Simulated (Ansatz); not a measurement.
Name a neutral molecule of B, C, Cl, O and H with HOMO energy (PBE0/def2-TZVPP) between -7.25 and -6.95 eV and LUMO energy (ωB97M-V/def2-TZVPP) between 1.25 and 1.55 eV (Ansatz, PBE0-D4/def2-TZVP geometry).

`OB1CC1Cl` (-7.10 eV, 1.37 eV). Other molecules can fit too; these were computed, each in one conformer that needn't be the lowest.
